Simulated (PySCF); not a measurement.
Molfile (atoms numbered from 1):
```
C8H7FSi
     RDKit          3D

 17 18  0  0  0  0  0  0  0  0999 V2000
    0.5616    2.8668   -0.4534 F   0  0  0  0  0  0  0  0  0  0  0  0
    0.8077    1.5486   -0.2627 C   0  0  0  0  0  0  0  0  0  0  0  0
    2.1226    1.1144   -0.2431 C   0  0  0  0  0  0  0  0  0  0  0  0
    2.3857   -0.2296   -0.0490 C   0  0  0  0  0  0  0  0  0  0  0  0
    1.3426   -1.1311    0.1241 C   0  0  0  0  0  0  0  0  0  0  0  0
    0.0339   -0.6963    0.1040 C   0  0  0  0  0  0  0  0  0  0  0  0
   -0.2480    0.6674   -0.0928 C   0  0  0  0  0  0  0  0  0  0  0  0
   -1.6611    1.0161   -0.0959 C   0  0  0  0  0  0  0  0  0  0  0  0
   -2.5206    0.0068    0.0868 C   0  0  0  0  0  0  0  0  0  0  0  0
   -1.6021   -1.6244    0.3007 Si  0  0  0  0  0  4  0  0  0  0  0  0
    2.9187    1.8294   -0.3793 H   0  0  0  0  0  0  0  0  0  0  0  0
    3.4083   -0.5756   -0.0324 H   0  0  0  0  0  0  0  0  0  0  0  0
    1.5584   -2.1786    0.2753 H   0  0  0  0  0  0  0  0  0  0  0  0
   -1.9461    2.0485   -0.2423 H   0  0  0  0  0  0  0  0  0  0  0  0
   -3.5864    0.1654    0.1003 H   0  0  0  0  0  0  0  0  0  0  0  0
   -1.7497   -2.2273    1.6260 H   0  0  0  0  0  0  0  0  0  0  0  0
   -1.8327   -2.5884   -0.7761 H   0  0  0  0  0  0  0  0  0  0  0  0
  1  2  1  0
  2  3  1  0
  3  4  2  0
  4  5  1  0
  5  6  2  0
  6  7  1  0
  7  8  1  0
  8  9  2  0
  9 10  1  0
  7  2  2  0
 10  6  1  0
  3 11  1  0
  4 12  1  0
  5 13  1  0
  8 14  1  0
  9 15  1  0
 10 16  1  0
 10 17  1  0
M  END
```

PySCF 2.14 calculation with geometry: GFN2-xTB and σ from GIAO-PBE0/pcSseg-1; a single conformation, non-relativistic Hamiltonian, no solvent model, equivalent nuclei averaged.

Shifts are taken against calculated references (same method and geometry level): TMS for ¹³C (σ = 186.93 ppm), ¹H (σ = 31.72 ppm), ²⁹Si (σ = 349.16 ppm); ¹⁹F (σ = 170.95 ppm) vs CFCl3.

```
  atoms  nucleus  count  δ (ppm)
   Si10     ²⁹Si      1        ?
     F1      ¹⁹F      1   -126.2
     C9      ¹³C      1    132.6
H16/H17       ¹H      2     4.92
     C3      ¹³C      1    123.4
     C6      ¹³C      1    143.3
    H11       ¹H      1     7.33
    H15       ¹H      1        ?
     C4      ¹³C      1        ?
    H14       ¹H      1        ?
    H12       ¹H      1     7.48
     C5      ¹³C      1        ?
    H13       ¹H      1     7.63
     C2      ¹³C      1    168.3
     C8      ¹³C      1    154.1
     C7      ¹³C      1    142.2
```

Complete the table.

Answers


- C5: 135.1 ppm, aromatic CH; the aromatic region
- C4: 134.3 ppm, aromatic CH; the aromatic region
- H14: 8.01 ppm, hydrogen on an alkene CH
- H15: 6.40 ppm, hydrogen on an alkene CH; olefinic region
- Si10: -42.4 ppm, silicon bonded to 2 C, 2 H, in a 5-membered ring

Shifts are as computed. Against solution values, carbons near 30 ppm lie about +3 ppm off and those near 130 ppm about +5 ppm. Of 1211 compounds with measured shifts, 218 miss one by over three times the rms of a fit or turn the order of signals round; such compounds aren't used in these exercises. Unscaled 19F shifts against computed CFCl3 carry errors that often reach 10 to 50 ppm.
